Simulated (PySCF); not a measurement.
C2H5FSSi.
Bonds: C1–C2, C2–S3 (double), C2–Si4, Si4–F5. Hydrogens: H6, H7, H8 on C1; H9, H10 on Si4.

All values: CAM-B3LYP/def2-SVPD (PySCF, non-relativistic), on one gas-phase PBE0-D3(BJ)/def2-SVP geometry that isn't relaxed in the solvent. The solvent is an IEF-PCM continuum (cavity from Bondi-type radii × 1.2), and excitations are vertical TDDFT with non-equilibrium linear response and a frozen core. Specific hydrogen bonds and non-electrostatic terms are outside this model.

Gas-phase singlets (H = HOMO, L = LUMO):

```json
{"state": "S1", "E (eV)": "2.218", "λ (nm)": "559", "f": "0.000", "leading configurations": "H→L 99%"}
{"state": "S2", "E (eV)": "5.348", "λ (nm)": "232", "f": "0.105", "leading configurations": "H-1→L 82%, H→L+1 12%"}
{"state": "S3", "E (eV)": "5.445", "λ (nm)": "228", "f": "0.000", "leading configurations": "H-2→L 96%"}
{"state": "S4", "E (eV)": "6.294", "λ (nm)": "197", "f": "0.050", "leading configurations": "H→L+1 48%, H→L+2 39%"}
{"state": "S5", "E (eV)": "6.427", "λ (nm)": "193", "f": "0.194", "leading configurations": "H→L+2 53%, H→L+1 27%, H-1→L 10%"}
```

Problem. What are the lowest 5 singlets in water (ε = 78.36)?

Solution. 
```
state  E (eV)  λ (nm)      f          leading configurations  change by rank (eV)
   S1   2.340     530  0.000                         H→L 99%               +0.122
   S2   5.279     235  0.165                       H-1→L 88%               -0.069
   S3   5.410     229  0.000                       H-2→L 96%               -0.035
   S4   6.338     196  0.218            H→L+2 67%, H→L+1 24%               +0.044
   S5   6.468     192  0.071  H→L+1 51%, H→L+2 28%, H→L+3 9%               +0.041
```

Problem. The ground-state energy changes by -0.152 eV from gas to water. By how much does the total energy of gas-phase S1 change?

Solution. E(S1) = E(S0) + excitation energy, so it changes by -0.152 + 0.122 = -0.030 eV: it is lowered less than the ground state, which is what a blue shift means. This is the vertical state, with the slow part of the continuum still set for S0.

Problem. How do the frontier levels move from gas to water?

Solution. 
```
orbital  gas (eV)  solvent (eV)  change (eV)                    Löwdin shares, gas                Löwdin shares, solvent
 LUMO+2      1.31          1.39        +0.08    S3 33 %, Si4 18 %, H10 9 %, C1 9 %     S3 47 %, Si4 14 %, C1 9 %, C2 7 %
 LUMO+1      0.81          0.96        +0.15   Si4 38 %, C1 10 %, F5 10 %, S3 10 %    Si4 42 %, F5 14 %, H10 9 %, H9 9 %
   LUMO     -1.66         -1.54        +0.12     S3 42 %, C2 39 %, C1 6 %, Si4 6 %     S3 41 %, C2 40 %, C1 6 %, Si4 6 %
   HOMO     -8.12         -8.11        +0.01     S3 70 %, C2 17 %, Si4 6 %, C1 5 %     S3 69 %, C2 17 %, Si4 6 %, C1 5 %
 HOMO-1     -9.95         -9.83        +0.12     S3 44 %, C2 27 %, Si4 7 %, C1 7 %     S3 45 %, C2 25 %, Si4 7 %, C1 7 %
 HOMO-2    -11.17        -11.01        +0.16   C2 24 %, S3 23 %, Si4 15 %, C1 12 %   C2 22 %, S3 22 %, Si4 15 %, C1 14 %
 HOMO-3    -11.59        -11.44        +0.15  Si4 30 %, H9 18 %, H10 18 %, F5 15 %  Si4 30 %, H9 18 %, H10 18 %, F5 13 %
```

The HOMO–LUMO gap goes from 6.45 to 6.57 eV. Rows go by rank; for LUMO+1 the atom shares or the degeneracy differ between the runs, so the row needn't follow one orbital.

The run took 29 s wall on an Arm Neoverse N1 with one thread, on a shared host, and the process peaked at 0.77 GiB of memory. This is the whole response run at CAM-B3LYP/def2-SVPD in water, SCF included.

The values belong to the conformer `[CH3:1][C:2](=[S:3])[SiH2:4][F:5]`: C1–C2–Si4–F5 -4°.
